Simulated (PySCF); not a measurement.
`N#CCCC[SiH2][AsH2]`, C₄H₁₀AsNSi

Geometry:
```csv
atom,x (Å),y (Å),z (Å)
N1,-3.843,0.146,-0.239
C2,-2.954,-0.422,0.200
C3,-1.821,-1.131,0.738
C4,-0.521,-0.695,0.047
C5,-0.199,0.772,0.293
Si6,1.459,1.281,-0.509
As7,3.071,-0.245,0.211
H8,-1.989,-2.203,0.598
H9,-1.763,-0.925,1.812
H10,0.296,-1.323,0.427
H11,-0.611,-0.876,-1.028
H12,-0.152,0.952,1.370
H13,-1.011,1.389,-0.092
H14,1.776,2.647,-0.062
H15,1.253,1.335,-1.965
H16,4.160,0.450,-0.543
H17,2.843,-1.142,-0.971
```

Computed with GIAO HF/pcSseg-1 magnetisability, rotational g tensor and spin-rotation constants, non-relativistic, gas phase in PySCF 2.14.0. Geometry: GFN2-xTB.

The calculation is non-relativistic, which matters for the atoms heavier than Zn.

Give the nuclear spin-rotation constants along the inertial axes (H = +C I·J) beside the isotropic shieldings.

Rotational constants 3.8455, 0.4863, 0.4441 GHz. A star marks the isotopologue with that one atom substituted, in its own axes.
```
atom  isotope  Caa (kHz)  Cbb (kHz)  Ccc (kHz)  mean (kHz)  σ (ppm)
  N1      14N      0.417      0.071      0.100       0.196    -38.0
 As7     75As      2.943      0.391      0.385       1.240   2100.8
  H8       1H     -0.426     -0.004     -0.035      -0.155     29.7
  H9       1H     -0.438     -0.054      0.009      -0.161     30.2
 H10       1H     -0.179     -0.022     -0.052      -0.085     30.9
 H11       1H     -0.419     -0.053      0.005      -0.156     30.8
 H12       1H     -0.430     -0.057      0.001      -0.162     31.9
 H13       1H     -0.145     -0.022     -0.054      -0.074     30.7
 H14       1H     -0.336     -0.010     -0.018      -0.121     27.9
 H15       1H     -0.359     -0.034      0.008      -0.129     27.8
 H16       1H     -0.141     -0.035     -0.048      -0.074     30.5
 H17       1H     -0.423     -0.049     -0.002      -0.158     30.5
  C2     13C*      0.735      0.126      0.198       0.353     64.1
  C3     13C*      0.491      0.063      0.059       0.204    174.7
  C4     13C*      0.526      0.071      0.061       0.219    169.3
  C5     13C*      0.510      0.061      0.047       0.206    182.3
 Si6    29Si*     -1.907     -0.265     -0.249      -0.807    430.2
```
For the geometry as given, no vibrational averaging.

How do the rotational constants and the g tensor change when H8, H9, H10, H11, H12, H13, H14, H15, H16, H17 are replaced by deuterium?

Constants 3.0848, 0.4638, 0.4216 GHz; g -0.0125, -0.0074, -0.0073, against -0.0149, -0.0079, -0.0078 before.
